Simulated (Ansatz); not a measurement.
```xyz
2

H     0.0000    0.0000   -1.1167
Cl    0.0000    0.0000    0.0657
```

Basis set: cc-pVDZ (spherical functions). Left uncorrelated: 5 orbitals. Charge 0, multiplicity 1.

Computed with Ansatz (development build ahead of 0.2.0); each method stands on the lowest determinant of its kind that the runs found. Restricted open shells among the atoms or ions are ROHF, correlated in semicanonical orbitals with singles.

Q: Give the atomization energy at this shape (free ground-state atoms in the same class of orbitals less the molecule, no zero-point energy) of singlet HCl by RHF-MP2, RHF.

A:

```csv
method,atomization energy
RHF-MP2,385.9 kJ/mol
RHF,304.4 kJ/mol
```

Caution: the shape is not the minimum.
